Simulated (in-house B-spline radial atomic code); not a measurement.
Radial electron density of Au III (Au2+), [Xe] 4f14 5d9. Method: Dirac-Kohn-Sham B3LYP, spherical fractional occupations, Fermi nucleus of rms radius 5.4371 fm. Calculated with a radial B-spline atomic code at the basis-set limit.

Caution: exact exchange at fractional occupations of open shells leaves self-interaction of up to several eV.

Columns: r (bohr), 4πr²n(r) (electrons per bohr), bar.

```
0.000478    3.422 #
0.000591    4.774 #
 0.00073    6.614 ##
0.000902    9.112 ###
 0.00111    12.39 ####
 0.00138    16.97 #####
  0.0017    22.69 #######
  0.0021     30.1 #########
  0.0026    39.43 ############
 0.00321    50.54 ###############
 0.00397    63.44 ###################
 0.00491    77.43 #######################
 0.00607    91.32 ###########################
  0.0075    103.4 ###############################
 0.00927    111.7 #################################
  0.0115    114.5 ##################################
  0.0142    111.7 #################################
  0.0175    105.6 ################################
  0.0216    101.3 ##############################
  0.0267    104.7 ###############################
   0.033    118.1 ###################################
  0.0408    136.3 #########################################
  0.0504    146.8 ############################################
  0.0623    140.4 ##########################################
   0.077    123.2 #####################################
  0.0952    115.5 ###################################
   0.118    127.1 ######################################
   0.145    137.2 #########################################
    0.18    119.6 ####################################
   0.222    86.98 ##########################
   0.275    75.39 #######################
   0.339    86.53 ##########################
   0.419    85.48 ##########################
   0.518    61.08 ##################
    0.64    36.15 ###########
   0.792    24.71 #######
   0.978    20.37 ######
    1.21    15.25 #####
    1.49    9.448 ###
    1.85    4.738 #
    2.28    2.025 #
    2.82   0.6765 
    3.49   0.1637 
    4.31  0.02617 
    5.32 0.002409
```

On this grid the curve has 4 maxima, near 0.0115, 0.0504, 0.145, 0.339 bohr.

The 5p3/2 radial function P(r) = rR(r), positive near the nucleus, with its small component Q(r) (sign convention: Q ≈ (P' + κP/r)/2c):

```tsv
r (bohr)	P	Q
0.000902	0.00117	-0.0001732
0.00138	0.002592	-0.0003838
0.0021	0.005626	-0.0008343
0.00321	0.01212	-0.001803
0.00491	0.02554	-0.003819
0.0075	0.0517	-0.007803
0.0115	0.09932	-0.01524
0.0175	0.172	-0.02724
0.0267	0.2562	-0.0433
0.0408	0.2857	-0.05663
0.0623	0.1397	-0.05186
0.0952	-0.2086	-0.01721
0.145	-0.4025	0.02525
0.222	0.05004	0.02626
0.339	0.5974	-0.01009
0.518	0.04698	-0.01855
0.792	-0.9655	0.001994
1.21	-0.9863	0.009437
1.85	-0.3854	0.003997
2.82	-0.05963	0.0005949
4.31	-0.002667	2.513e-05
```
